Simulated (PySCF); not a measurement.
# Finite-field polarisability of P (phosphorus, neutral)

[Ne] 3s2 3p3, high-spin 4S determinant. All numbers are calculated (PySCF 2.14, the non-relativistic Hamiltonian (point nucleus), in dyall-av2z). Frozen: [Ne]. Energy changes in a uniform field (μhartree):

```tsv
axis	F (au)	HF	MP2	CCSD	CCSD(T)
x	0.0028	-97.161	-94.604	-94.297	-94.656
x	0.0056	-388.785	-378.566	-377.341	-378.777
```

Question: Derive α along x at CCSD(T) from the two fields.

Answer: With ΔE = −αF²/2 − γF⁴/24, α = −(16 ΔE(F) − ΔE(2F))/(6F²) = 24.14 bohr³.

Question: And the mean polarisability at each level?

Answer: HF 24.78, MP2 24.13, CCSD 24.05, CCSD(T) 24.14 bohr³. Reference: 25 ± 1 bohr³ (recommended; Schwerdtfeger and Nagle, table of static dipole polarizabilities (2023 update)).

A double-zeta set is small for polarisabilities.
